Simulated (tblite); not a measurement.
A tight-binding relaxation on `C#Cc1c[n+]([AlH3-])ccc1C`.

Computed with GFN2-xTB geometry optimisation, gas phase (tblite 0.8.0). Start geometry: from a force field or distance geometry. A driver script takes a list of jobs; this job's settings line and coordinates (Å) are shown.

Command:
```bash
OMP_NUM_THREADS=1 python probes_run.py task.json out
```

Input:
```
{"job": {"kind": "relax", "xc": "GFN2-xTB", "basis": "xTB"}, "charge": 0, "multiplicity": 1}
C     -1.736900     3.103100    -0.158300
C     -1.180400     2.026500    -0.121400
C     -0.519700     0.735500    -0.056300
C      0.845600     0.746000     0.049400
N      1.470900    -0.454800     0.115800
Al     3.375900    -0.423600     0.269100
C      0.765600    -1.593100     0.041100
C     -0.608000    -1.620300    -0.069000
C     -1.274700    -0.420600    -0.125800
C     -2.779800    -0.393000    -0.250500
H     -2.244100     4.038500    -0.215700
H      1.364000     1.679400     0.106800
H      4.113800    -1.073800    -0.970900
H      3.935900     1.070500     0.412600
H      3.853500    -1.183600     1.613100
H      1.269100    -2.533700     0.098000
H     -1.186000    -2.532200    -0.121400
H     -3.179600    -0.408500     0.797400
H     -3.117900     0.543900    -0.698400
H     -3.172300    -1.295200    -0.718600
```

Output:
```
step      E/eV     max force
  0    -711.85100    2.807
  1    -712.10757    1.994
  2    -712.20734    3.691
  3    -712.34610    1.280
  4    -712.39637    0.453
  5    -712.43479    0.331
  6    -712.45308    0.357
  7    -712.46665    0.344
  8    -712.47590    0.261
  9    -712.48381    0.202
... (53 lines left out)
 63    -712.55996    0.033
 64    -712.56015    0.040
 65    -712.56031    0.030
 66    -712.56042    0.019
 67    -712.56049    0.017
 68    -712.56056    0.020
 69    -712.56062    0.018
 70    -712.56066    0.014
 71    -712.56068    0.012
 72    -712.56070    0.009
```

«max force» is the largest atomic force in eV/Å.

Q: From which step on does the largest force stay under 0.1 eV/Å, and how much energy is left to gain from there?

A: From step 34 (0.083 eV/Å), 9.1 meV above the end.

Summary of the converged run: energy lowered by 16.4 kcal/mol over 72 steps; largest atomic force 0.009 eV/Å at the end.

Q: Where do the atoms end?

A: 0.210 Å rms from the input after alignment:
```
atom  x, y, z in Å
C1    -1.8508    3.1170   -0.1508
C2    -1.2554    2.0757   -0.1022
C3    -0.5611    0.8439   -0.0493
C4     0.8264    0.8299    0.0729
N5     1.5178   -0.2934    0.1253
Al6    3.4824   -0.5598    0.2925
C7     0.8870   -1.4565    0.0583
C8    -0.4850   -1.5450   -0.0626
C9    -1.2462   -0.3812   -0.1184
C10   -2.7322   -0.4241   -0.2249
H11   -2.3613    4.0327   -0.1906
H12    1.4041    1.7421    0.1308
H13    3.7129   -1.3577   -1.0502
H14    3.9383    0.9430    0.3788
H15    3.4810   -1.4362    1.6062
H16    1.5369   -2.3220    0.1068
H17   -0.9669   -2.5095   -0.1144
H18   -3.1700   -0.3261    0.7693
H19   -3.0979    0.4041   -0.8278
H20   -3.0650   -1.3662   -0.6528
```

The run took 0.67 s wall on one thread, Arm Neoverse V1 (aarch64), shared host with 32 logical CPUs at a one-minute load of 12.
Labels such as C1 count atoms from 1, the log's own numbers from 0.
